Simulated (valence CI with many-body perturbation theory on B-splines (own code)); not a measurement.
Results of a calculation; reference values are marked as such.
## Ga¹⁰⁺ in three bases

Method: relativistic CI+MBPT: three valence electrons over a frozen Dirac-Fock core [Ar], a basis of 7 s, 7 p, 8 d, 6 f, 4 g, 1 h functions for each j, with the one-electron correlation potential Σ1 (screened to all orders), the two-electron term Σ2, the three-electron term Σ3, Breit, model QED; selected single and double excitations, second order for the rest, scaled by the run's own slope (own B-spline code, finite nucleus).

No measured spectrum was set against this ion. As an estimate, terms of the open shell hold to 2 to 4 % of their energy, and close levels can change places. Only levels of the ground parity were solved; by the run's estimate the other parity begins above the list, which can be wrong where configurations are misplaced.

The reference run has the lowest level 3d³ ⁴F_3/2 and an ionisation energy of 280.580 eV. Its largest variational space holds 4678 state functions.

Names give the largest LS component (configuration and term), which can be under half, so a name can repeat, a term be missing and a line seem to break the LS rules; names also repeat where a configuration has a term twice. Letters in brackets count levels of one name in rising energy.

Changed runs:
A. basis 6 s, 6 p, 5 d, 5 f, 1 g
B. basis 5 s, 5 p, 4 d, 4 f

Excitation energies of the reference run in cm⁻¹, and shifts in cm⁻¹:

| Level | Reference | A | B |
| --- | --- | --- | --- |
| 3d³ ⁴F_5/2 | 2046 | -4.7 | -6.7 |
| 3d³ ⁴F_7/2 | 4597 | -6.4 | -8.2 |
| 3d³ ⁴F_9/2 | 7463 | -4.1 | -2.5 |
| 3d³ ⁴P_1/2 | 31075 | +185 | +381 |
| 3d³ ⁴P_3/2 | 31250 | +210 | +429 |
| 3d³ ²G_7/2 | 33982 | +321 | +686 |
| 3d³ ⁴P_5/2 | 34439 | +171 | +356 |
| 3d³ ²G_9/2 | 35972 | +319 | +699 |
| 3d³ ²D_3/2 [a] | 42938 | +460 | +866 |
| 3d³ ²P_1/2 | 44539 | +507 | +1038 |
| 3d³ ²H_9/2 | 47117 | +333 | +847 |
| 3d³ ²H_11/2 | 48069 | +337 | +870 |
| Ionisation energy (eV) | 280.580 | -0.049 | -0.061 |
